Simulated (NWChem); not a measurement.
## Basis-set convergence for HFSSn

```xyz
4

Sn    -0.5036    -0.2765     0.0000
F      0.8985    -1.6733     0.0000
S      1.0669     1.6473     0.0000
H      0.0226     2.5268     0.0000
```
Charge 0, spin multiplicity 1.

Program: NWChem. All single points use one geometry, from PBE/def2-SVP with def2 effective core potentials on Sn, a minimum by its harmonic frequencies. It is one conformer; others weren't searched.

Quantity: vertical ionisation energy at the level ΔPBE (Δ: difference of total energies, the cation a doublet at the parent's geometry with its hole in an orbital of symmetry a' (Cs labels); it is the state that the SCF runs reached, from PBE0 orbitals for Hartree-Fock references, and need not be the lowest).

Effective core potentials replace the inner electrons of Sn; spin-orbit coupling is left out. The structure started from a generated list of species. The stability of the SCF solutions was not checked.

The cost column gives rough processor time relative to def2-SVP; each entry includes its own SCF.

| basis | functions | vertical ionisation energy (eV) | relative cost |
|---|---|---|---|
| def2-SVP | 63 | 9.40 | 1 |
| def2-SVPD | 90 | 9.62 | under 3 |
| def2-TZVP | 124 | 9.50 | 3 |
| def2-TZVPP | 137 | 9.50 | 3 |
| def2-TZVPD | 151 | 9.54 | 5 |

Smallest basis within 0.2 eV of def2-TZVPD, the largest set run: def2-SVP, with 63 functions against 151 and about 20 % of the time (also within reach: def2-SVPD, def2-TZVP, def2-TZVPP). def2-TZVPD isn't the basis-set limit itself, and a small set can land close by cancellation.
